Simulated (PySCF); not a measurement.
Electron correlation in F (fluorine, neutral)

[He] 2s2 2p5, 2P determinant. Calculation: PySCF 2.14, in Sapporo-DZP-2012; scalar relativity by spin-free X2C-1e. Frozen: 1s2; 7 electrons correlated.

MP2 pair energies summed by pair of shells (mhartree):

```csv
pair,energy,share (%)
2p-2p,-98.58,64.0
2s-2p,-47.35,30.7
2s-2s,-8.10,5.3
```

Total MP2 correlation energy: -154.04 mhartree.

Same-spin part -40.59 and opposite-spin part -113.45 mhartree; SCS-MP2 scales them by 1/3 and 6/5 to -149.67 mhartree.

```
  level  correlation energy (mhartree)
   CCSD                        -165.12
    (T)                          -1.05
CCSD(T)                        -166.17
```

Diagnostics: T1 = 0.0033, D1 = 0.0062, largest double amplitude 0.047.

**Question.** Is a single reference adequate?

**Answer.** Yes: T1 lies below 0.03 and no double amplitude reaches 0.07.
